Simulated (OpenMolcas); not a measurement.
Computed levels of 3d in ions with 19 electrons, in cm-1 above ²D_3/2.

```yaml
Program: OpenMolcas
Method: RASSCF
Basis: ANO-R2
Scalar_Hamiltonian: X2C, finite nucleus
Spin-orbit_coupling: RASSI with atomic mean-field integrals over the reference wave functions, term energies averaged over their components
```

Active space for each ion: 7 electrons in 8 orbitals (RAS1 3p, at most 2 holes; RAS2 3d).

```tsv
Level	Sc2+	Ti3+	Cr5+	Mn6+	Fe7+
²D_5/2	236	402	987	1375	1806
```

Problem. Estimate ²D_5/2 for V4+ from its neighbours Ti3+ and Cr5+.

Solution. ²D_5/2 is fine structure, which grows about as the fourth power of a screened charge, so the fourth roots are averaged: ((402^0.25 + 987^0.25) / 2)^4 = 646. The calculation gives 633, so the estimate is off by +2.1 %; the measured value is 625 (Sugar and Corliss, J. Phys. Chem. Ref. Data 7, 1191 (1978)).

Without dynamic correlation excited terms often stand tens of per cent too high (terms of higher spin than the ground term too low), and those without a measured partner can miss by more than the paired ones. Active for correlation alone: 3p; no level in the range computed is led by a configuration that opens it, so any true level of that kind is missing. Computed and measured levels are paired by configuration, term and J; levels that our copy of the source lacks, or whose pairing is in doubt (as where it misses far off the trend of its configuration), stay unpaired and out of the deviations. Levels of configurations outside the active space are missing.
